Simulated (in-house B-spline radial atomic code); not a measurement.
A fraction x of an electron is removed from 4d in Cs3+, starting from [Kr] 4d10 5s2 5p4 and keeping the highest spin. All numbers are computed (scalar-relativistic (X2C) wB97X, spin-polarised, spherical fractional occupations; Fermi nucleus of rms radius 4.8041 fm) with a B-spline radial code for spherical atoms, not measured.

Caution: exact exchange at fractional occupations of open shells leaves self-interaction of up to several eV.

```
   x  E(x) - E(0) (eV)  4d down level (eV)
   0            0.0000            -109.683
0.24           26.8428            -114.017
0.26           29.1268            -114.381
0.43           48.8357            -117.494
 0.5           57.1054            -118.784
0.62           71.4929            -121.009
0.63           72.7039            -121.195
0.82                 ?                   ?
0.96                 ?                   ?
   1          118.8288            -128.152
```

What belongs in the row x = 0.82?

An energy change of 96.0681 eV; 4d down at -124.750 eV.

What belongs in the row x = 0.96?

An energy change of 113.7179 eV; 4d down at -127.393 eV.

Check Janak's theorem between x = 0.24 and 0.26.

The slope of the energy is 114.20 eV; the orbital levels give 114.20 eV (-ε of the emptying orbital, averaged over the two points).
